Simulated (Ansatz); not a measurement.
Born–Oppenheimer molecular dynamics of C2H8ClNO2Si (15 atoms, charge 0, multiplicity 1). It starts from a relaxed structure.

Computed with RKS B3LYP-D4/STO-3G in Ansatz 0.2.0.

```yaml
ensemble: NVT, Langevin thermostat
time_step: 1 fs
steps_asked: 300
set_temperature: 1000 K
friction: 0.02 /fs
seed: 122777
```

Frames 10 fs apart, positions in Å.

Velocities at 140 fs (Å/ps):

```
Si -6.86 -0.92 15.81
N -6.36 -8.58 -0.31
C -5.20 2.43 18.96
H -9.29 -26.48 13.30
H -11.04 -9.01 -28.99
H -20.92 -14.43 14.98
C -9.26 -4.82 -12.26
H -20.82 -62.66 25.31
H 24.88 -29.77 17.87
H -13.29 10.54 -23.77
O 9.03 -1.17 8.98
H -5.37 8.76 -12.36
Cl 3.85 -0.63 5.28
O -6.73 -6.13 21.44
H -1.26 -7.71 -46.27
```

```xyz
15
Properties=species:S:1:pos:R:3 time_fs=140 energy_less_start_eV=1.418 T=1169
Si 0.152 -0.449 0.512
N 0.115 -0.774 2.209
C -1.187 -0.983 2.930
H -1.933 -0.873 2.067
H -1.369 -1.914 3.428
H -1.231 -0.192 3.749
C 1.248 -0.357 3.057
H 1.327 -1.030 3.904
H 2.247 -0.348 2.502
H 1.203 0.671 3.506
O 1.892 -0.295 0.455
H 2.432 0.114 -0.360
Cl -0.900 1.385 -0.396
O -0.862 -1.742 -0.084
H -0.520 -2.149 -0.905
15
Properties=species:S:1:pos:R:3 time_fs=150 energy_less_start_eV=1.687 T=992
Si 0.113 -0.456 0.628
N 0.015 -0.806 2.239
C -1.213 -0.948 3.007
H -2.168 -0.817 2.343
H -1.165 -1.973 3.401
H -1.419 -0.195 3.819
C 1.208 -0.463 3.060
H 1.168 -1.100 3.976
H 2.138 -0.645 2.459
H 1.038 0.594 3.240
O 1.972 -0.332 0.553
H 1.978 0.155 -0.412
Cl -0.835 1.346 -0.369
O -0.919 -1.810 0.088
H -0.644 -1.863 -0.905
15
Properties=species:S:1:pos:R:3 time_fs=160 energy_less_start_eV=1.203 T=1286
Si 0.117 -0.497 0.661
N -0.047 -0.843 2.328
C -1.313 -0.984 3.064
H -2.285 -0.835 2.414
H -1.411 -1.972 3.583
H -1.209 -0.264 3.916
C 1.171 -0.548 3.137
H 1.342 -1.182 4.062
H 2.030 -0.816 2.496
H 1.406 0.435 3.557
O 1.889 -0.325 0.600
H 2.103 0.058 -0.356
Cl -0.753 1.279 -0.361
O -0.921 -1.807 0.140
H -1.249 -1.726 -0.879
15
Properties=species:S:1:pos:R:3 time_fs=170 energy_less_start_eV=1.731 T=1099
Si 0.088 -0.529 0.678
N -0.050 -0.898 2.423
C -1.413 -1.065 3.218
H -2.237 -0.707 2.510
H -1.716 -2.084 3.551
H -1.451 -0.314 4.061
C 1.244 -0.642 3.284
H 1.032 -1.480 3.913
H 2.166 -0.790 2.617
H 1.279 0.352 3.778
O 1.690 -0.324 0.624
H 2.185 -0.248 -0.257
Cl -0.697 1.215 -0.322
O -0.853 -1.734 0.136
H -1.511 -1.281 -0.647
15
Properties=species:S:1:pos:R:3 time_fs=180 energy_less_start_eV=1.862 T=1063
Si 0.036 -0.507 0.790
N -0.012 -0.923 2.506
C -1.401 -1.062 3.227
H -2.230 -0.788 2.483
H -1.381 -2.098 3.440
H -1.535 -0.654 4.279
C 1.165 -0.761 3.368
H 1.588 -1.416 4.133
H 2.023 -0.613 2.705
H 1.018 0.186 3.916
O 1.632 -0.305 0.638
H 1.804 -0.523 -0.331
Cl -0.679 1.164 -0.275
O -0.879 -1.717 -0.004
H -1.686 -1.035 -0.368
15
Properties=species:S:1:pos:R:3 time_fs=190 energy_less_start_eV=2.097 T=1042
Si -0.060 -0.542 0.973
N -0.030 -0.927 2.551
C -1.269 -1.125 3.238
H -2.228 -0.764 2.724
H -1.495 -2.140 3.426
H -1.206 -0.440 4.151
C 1.209 -0.733 3.409
H 1.419 -1.679 3.866
H 1.928 -0.455 2.620
H 1.091 0.110 4.157
O 1.651 -0.304 0.587
H 1.810 -0.560 -0.359
Cl -0.714 1.124 -0.214
O -0.914 -1.750 -0.123
H -1.918 -1.484 -0.479
15
Properties=species:S:1:pos:R:3 time_fs=200 energy_less_start_eV=1.878 T=1165
Si -0.105 -0.622 0.939
N 0.025 -0.926 2.631
C -1.244 -1.130 3.402
H -1.988 -0.672 2.685
H -1.446 -2.090 3.773
H -1.090 -0.560 4.338
C 1.323 -0.708 3.390
H 1.504 -1.724 3.722
H 2.175 -0.471 2.783
H 1.338 -0.139 4.383
O 1.655 -0.324 0.597
H 1.694 -0.461 -0.393
Cl -0.766 1.090 -0.133
O -0.923 -1.760 -0.149
H -1.772 -1.165 -0.355
15
Properties=species:S:1:pos:R:3 time_fs=210 energy_less_start_eV=1.988 T=1059
Si -0.014 -0.704 0.855
N 0.059 -0.931 2.683
C -1.179 -1.036 3.602
H -2.156 -1.051 3.059
H -1.119 -2.053 3.788
H -1.490 -0.461 4.497
C 1.402 -0.818 3.331
H 1.953 -1.655 3.693
H 1.993 -0.306 2.629
H 1.242 -0.060 4.176
O 1.632 -0.413 0.607
H 1.642 -0.181 -0.366
Cl -0.841 1.089 -0.025
O -0.954 -1.730 -0.109
H -1.536 -1.121 -0.621
15
Properties=species:S:1:pos:R:3 time_fs=220 energy_less_start_eV=1.416 T=1154
Si 0.054 -0.723 0.869
N 0.030 -0.882 2.618
C -1.121 -1.129 3.631
H -2.074 -1.214 3.062
H -1.028 -1.928 4.349
H -0.908 -0.179 4.176
C 1.403 -0.864 3.290
H 1.783 -1.848 3.462
H 2.012 -0.455 2.550
H 1.433 -0.223 4.253
O 1.645 -0.520 0.579
H 1.757 0.220 -0.079
Cl -0.881 1.109 0.129
O -0.999 -1.794 -0.036
H -1.114 -1.201 -0.800
15
Properties=species:S:1:pos:R:3 time_fs=230 energy_less_start_eV=1.040 T=1062
Si 0.045 -0.723 0.914
N 0.042 -0.990 2.554
C -1.017 -1.129 3.586
H -2.008 -1.241 3.158
H -0.832 -1.914 4.279
H -1.206 -0.179 4.191
C 1.324 -0.918 3.231
H 1.614 -1.918 3.506
H 2.112 -0.505 2.695
H 1.309 -0.416 4.230
O 1.778 -0.641 0.552
H 1.793 0.376 0.352
Cl -0.889 1.134 0.274
O -0.959 -1.865 0.107
H -0.863 -1.489 -0.799
15
Properties=species:S:1:pos:R:3 time_fs=240 energy_less_start_eV=1.724 T=911
Si 0.058 -0.717 0.895
N 0.044 -1.066 2.527
C -1.042 -1.104 3.546
H -1.922 -1.507 3.056
H -0.668 -1.962 4.117
H -1.145 -0.241 4.318
C 1.359 -1.013 3.257
H 1.731 -1.990 3.606
H 2.022 -0.556 2.591
H 0.990 -0.320 4.016
O 1.787 -0.702 0.528
H 2.139 0.254 0.723
Cl -0.856 1.162 0.354
O -0.851 -1.865 0.269
H -1.016 -2.052 -0.675
15
Properties=species:S:1:pos:R:3 time_fs=250 energy_less_start_eV=1.807 T=789
Si 0.148 -0.650 0.837
N 0.087 -1.076 2.542
C -1.066 -1.212 3.498
H -2.090 -1.276 3.186
H -0.963 -1.892 4.345
H -1.058 -0.169 3.931
C 1.368 -1.000 3.290
H 1.744 -1.944 3.687
H 2.127 -0.681 2.653
H 1.593 -0.373 4.163
O 1.733 -0.764 0.548
H 2.263 0.084 0.890
Cl -0.830 1.183 0.433
O -0.791 -1.951 0.372
H -1.067 -1.951 -0.661
```

Of the whole run (300 fs, mean temperature of the second half 1010 K): A run of 0.3 ps of so small a system gives no equilibrium averages. Limits of this set-up: minimal basis.

Time of the run: 38 min on 1 thread of Arm Neoverse N1 (shared host), peak memory 0.14 GiB.
